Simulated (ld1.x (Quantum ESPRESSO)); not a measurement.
**Configuration tests for In (Z = 49) (TM)**

* Element: In
* Generator: ld1.x (Quantum ESPRESSO) 7.5
* Type: norm-conserving Troullier–Martins (Kleinman–Bylander form)
* Functional: PBEsol
* Relativity: scalar-relativistic
* Frozen core: [Kr] 4d10
* Valence charge: 3
* Reference configuration: 5s2 5p1
* Partial waves: 5s (bound): rc 2.25 bohr; 5p (bound): rc 1.95 bohr
* Local potential: the p channel
* Core correction: Bessel-smoothed model core inside 1.80 bohr

Energies are relative to the spin-unpolarised reference configuration 5s2 5p1; without spin polarisation the order of configurations can differ from experiment. The frozen-core shift is the all-electron ΔE with the core orbitals held at their reference shape minus the fully relaxed ΔE.

Give the all-electron excitation energy and the error of the potential for: 5s2 5p0; 5s1 5p0; 5s2 5p0.5; 5s1 5p1; 5s2 5p1.3; 5s0 5p3; 5s1 5p2.

```csv
valence configuration,charge,ΔE all-electron (eV),error AE − PS (meV),frozen-core shift (meV)
5s2 5p0,+1,5.361,-18,+18
5s1 5p0,+2,24.638,-240,+253
5s2 5p0.5,+0.5,1.941,-2.8,+2.9
5s1 5p1,+1,12.014,-62,+70
5s2 5p1.3,-0.3,-0.531,-0.2,+0.2
5s0 5p3,0,12.013,-74,+88
5s1 5p2,0,5.877,-21,+23
```

Levels in the configuration 5s1 5p1:

```csv
level,all-electron (eV),pseudo (eV)
5s,-15.974,-16.114
5p,-9.233,-9.315
```

Note: ghost state, extra bound levels that the all-electron valence spectrum of the same l lacks: s at -93.2 eV. A true bound ghost makes a file unfit for plane-wave use.
